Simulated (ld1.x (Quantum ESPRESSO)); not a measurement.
**BLYP TM dataset for Ho (Z = 67), scalar-relativistic all-electron reference.**

ld1.x (Quantum ESPRESSO) 7.5 input, shortened:

```
&input
   title='Ho', zed=67., rel=1, dft='BLYP', iswitch=3,
   config='[Xe] 4f11 5d0 6s0 6p0'
 /
 &inputp
   pseudotype=2, tm=.true., lloc=-1, rcloc=1.06,
   nlcc=.true., rcore=0.85
 /
4
6S  1  0   0.00   0.00  2.36  2.36  0.0
5P  2  1   6.00   0.00  1.92  1.92  0.0
5D  3  2   0.00   0.00  2.22  2.22  0.0
4F  4  3  11.00   0.00  1.06  1.06  0.0
 &test
   configts(1)='4f11 5p6 5d0 6s0 6p0'
 /
```

All-electron outer shells of the reference configuration (BLYP, scalar-relativistic, ld1.x):

```csv
shell,level (eV),outermost node (bohr),outermost maximum (bohr)
4d,-173.09,0.25,0.52
5s,-64.54,0.61,1.13
5p,-39.94,0.66,1.29
4f,-17.16,–,0.53
6s,-14.98,1.53,3.03
5d,-13.60,0.75,1.93
6p,-10.49,1.83,3.70
```

Task: Estimate the cutoffs (Ry, on a coarse ladder) from which the occupation-weighted sum of valence levels, in a spherical-Bessel basis at the reference potential, stays within 10 and 1 mRy of its value at 400 Ry.

Result: over 300 Ry and over 300 Ry.

Task: What does a ghost test show?

Result: Ghost states, extra bound levels that the all-electron valence spectrum of the same l lacks: s at -247.9 eV, s at -46.0 eV. A true bound ghost makes a file unfit for plane-wave use.

Task: Which valence shell sets the plane-wave cutoff?

Result: 4f: its level needs over 300 Ry to come within 1 mRy, against 35 Ry for 5p.

Task: Tests: 4f11 5p6 5d0 6s2 6p0; 4f11 5p6 5d0 6s1 6p0; 4f10 5p6 5d0 6s0 6p0; 4f10 5p6 5d1 6s2 6p0; 4f10 5p6 5d0 6s2 6p0; 4f11 5p6 5d1 6s0 6p0; 4f11 5p6 5d0 6s1.5 6p0. Which has the largest error in its energy relative to the reference configuration, and how large is it?

Result: 4f10 5p6 5d0 6s2 6p0, with -104 meV (all-electron minus pseudo) on -8.12 eV.
